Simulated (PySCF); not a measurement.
AgH6N2, SMILES [NH3]->[Ag+]<-[NH3], charge +1, multiplicity 1.

The structure is a stationary point at PBE-D3(BJ)/def2-SVP. The multiplicity is an assumed one; other spin states were not compared. The isomer is the one that the SMILES or the coordinates give; other isomers of the formula were not compared. The def2 effective core potentials stand for the cores of Ag; spin–orbit coupling is left out.

The numbers are results of PBE-D3(BJ)/def2-SVP (PySCF), not measurements.

Frequencies are harmonic and unscaled.

Modes within 1.5 cm⁻¹ of each other (mostly degenerate sets) share a row, with their intensities summed.

Computed normal modes with their intensities:
| mode | ν (cm⁻¹) | IR (km/mol) | moving atoms (share of kinetic energy) |
|---|---|---|---|
| 1 | 14 | 0.0 | H 100 % |
| 2–3 | 116 | 42.7 | N 53 %, H 24 %, Ag 23 % |
| 4 | 365 | 0.0 | N 82 %, H 18 % |
| 5 | 437 | 0.6 | N 62 %, Ag 24 %, H 14 % |
| 6–7 | 620 | 0.0 | H 89 %, N 11 % |
| 8–9 | 662 | 184.0 | H 85 %, N 14 % |
| 10–11 | 1226 | 139.1 | H 84 %, N 16 % |
| 12–15 | 1581 | 91.5 | H 95 % |
| 16–17 | 3379 | 80.1 | H 98 % |
| 18–21 | 3482 | 296.6 | H 92 %, N 8 % |
